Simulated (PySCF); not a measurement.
Compound: C4H13PSi.
Bonds: C1–C2, C2–C3, C2–C4, C2–Si5, Si5–P6. Hydrogens: H7, H8, H9 on C1; H10, H11, H12 on C3; H13, H14, H15 on C4; H16, H17 on Si5; H18, H19 on P6.

The calculation used core-valence-separated Tamm–Dancoff BHandHLYP/aug-pcX-1 (pcseg-1 on H, def2-SVPD on Si, def2-SVPD on P) in PySCF, non-relativistic, gas phase, PBE0-D3(BJ)/def2-SVP geometry. Absolute energies from this functional tend to lie a few eV below measured edges; no shift was applied.

Task: List the carbon K-edge absorption lines.

Result: 
| E (eV) | f | core hole on | main final orbital |
| --- | --- | --- | --- |
| 285.39 | 0.0103 | C4 | LUMO (49 %) |
| 285.44 | 0.0206 | C1/C3 | LUMO (2 roots, f summed) |
| 286.10 | 0.0207 | C2 | spread |
| 286.13 | 0.0306 | C1 | spread |
| 286.17 | 0.0309 | C3 | spread |
| 286.22 | 0.0675 | C1/C4 | spread (2 roots, f summed) |
| 286.24 | 0.0312 | C4 | spread |
| 286.28 | 0.0315 | C3 | spread |
| 286.54 | 0.0043 | C2 | LUMO (84 %) |
| 286.63 | 0.0023 | C3 | spread |
| 286.69 | 0.0033 | C2 | LUMO+1 (76 %) |
| 286.70 | 0.0053 | C1/C4 | LUMO+1 (2 roots, f summed) |
| 286.89 | 0.0015 | C3 | spread |
| 286.95 | 0.0027 | C4 | LUMO+5 (33 %) |
| 287.00 | 0.0063 | C2 | LUMO+2 (45 %) |
| 287.05 | 0.0003 | C1 | LUMO+2 (31 %) |

The first line with a tenth or more of the strongest one's intensity is at 285.39 eV (f = 0.010), with the hole on C4 (methyl carbon). The strongest listed is at 286.22 eV (f = 0.068, sum of 2; C1/C4).

Roots within 0.03 eV whose holes lie on the same, on equivalent or on shared atoms are summed into one line, and the highest roots are left out, as the search may have cut off their partners. Final orbitals are the ground state's empty Kohn–Sham orbitals.

Task: What length of transition dipole belongs to the line at 286.17 eV?

Result: From f = (2/3) ΔE |μ|² in atomic units, with ΔE = 10.517 Eh and f = 0.0309: |μ| = 0.066 au = 0.17 D.

The list ends where the root search ended, not at a threshold.

Conformer computed: `[CH3:1][C:2]([CH3:3])([CH3:4])[SiH2:5][PH2:6]`: C1–C2–Si5–P6 -59°, H–P6–Si5–C2 180°, H–P6–Si5–C2 87°.

One conformer stands for the species.
